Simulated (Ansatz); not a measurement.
Geometry optimisation, Ansatz 0.2.0, RHF/def2-SVP.

The input (input.yaml):

```yaml
crystal:
  periodic: [false, false, false]
  atoms:
    - { symbol: Sn, position_ang: [-0.145508, -0.288183, 0.023408] }
    - { symbol: Cl, position_ang: [-0.113854, -0.216365, 2.408845] }
    - { symbol: O, position_ang: [1.637406, -0.468123, -0.70451] }
    - { symbol: H, position_ang: [1.823242, -1.305251, -1.106822] }
    - { symbol: O, position_ang: [-1.154329, 1.197669, -0.691428] }
    - { symbol: H, position_ang: [-1.947988, 0.973384, -1.156687] }
    - { symbol: O, position_ang: [-1.090151, -1.92117, -0.451592] }
    - { symbol: H, position_ang: [-1.487017, -2.44114, 0.231494] }
    - { symbol: "N", position_ang: [1.457891, 2.367496, 1.106952] }
    - { symbol: H, position_ang: [2.390139, 2.04782, 0.917745] }
    - { symbol: Si, position_ang: [0.920765, 3.911434, 0.519061] }
    - { symbol: H, position_ang: [0.913218, 3.91043, -0.962379] }
    - { symbol: H, position_ang: [-0.434616, 4.162281, 1.05614] }
    - { symbol: H, position_ang: [1.800873, 5.036081, 0.947074] }
    - { symbol: H, position_ang: [1.130229, 2.008138, 2.011998] }
basis:
  gaussian: { orbitals: def2-SVP }
hamiltonian:
  xc: hf
relax:
  f_tol: 0.03
  max_steps: 50
output:
  orbitals: {}
```

Command:

```bash
$ ansatz run input.yaml --threads 4 --pin off --max-ram 5120MiB --backend cpu --events-out ev --progress --plain --runs-dir out
```

Question: Where does it end, and by what steps?

Answer: It converged. After 9 steps the energy has fallen by 0.591 eV; H10 moved furthest, 0.51 Å. Joined: Sn1–N9 (3.29 → 2.35 Å).

```json
{"step": "0", "energy less start (eV)": "0.0000", "largest force component (eV/Å)": "0.995", "accepted": "yes"}
{"step": "1", "energy less start (eV)": "-0.1698", "largest force component (eV/Å)": "0.909", "accepted": "yes"}
{"step": "2", "energy less start (eV)": "-0.3368", "largest force component (eV/Å)": "1.154", "accepted": "yes"}
{"step": "3", "energy less start (eV)": "-0.4851", "largest force component (eV/Å)": "1.956", "accepted": "yes"}
{"step": "4", "energy less start (eV)": "-0.5663", "largest force component (eV/Å)": "0.722", "accepted": "yes"}
{"step": "5", "energy less start (eV)": "-0.5813", "largest force component (eV/Å)": "0.275", "accepted": "yes"}
{"step": "6", "energy less start (eV)": "-0.5881", "largest force component (eV/Å)": "0.114", "accepted": "yes"}
{"step": "7", "energy less start (eV)": "-0.5902", "largest force component (eV/Å)": "0.073", "accepted": "yes"}
{"step": "8", "energy less start (eV)": "-0.5906", "largest force component (eV/Å)": "0.034", "accepted": "yes"}
{"step": "9", "energy less start (eV)": "-0.5906", "largest force component (eV/Å)": "0.028", "accepted": "yes"}
```

```xyz
15
Properties=species:S:1:pos:R:3
Sn 0.046 0.091 0.260
Cl -0.266 -0.336 2.566
O 1.818 -0.300 -0.471
H 1.868 -1.117 -0.948
O -1.058 1.496 -0.537
H -1.797 1.188 -1.043
O -0.914 -1.464 -0.468
H -1.315 -2.059 0.147
N 1.254 1.990 0.931
H 2.168 1.748 0.570
Si 0.716 3.622 0.385
H 0.756 3.673 -1.081
H -0.597 3.908 0.977
H 1.699 4.594 0.923
H 1.322 1.940 1.937
```

Whether the end is a true minimum wasn't checked by a vibrational analysis.

The run took 21 s on 4 threads of Intel(R) Xeon(R) 6975P-C (Granite Rapids), with other jobs on the host, peak memory 0.53 GiB.
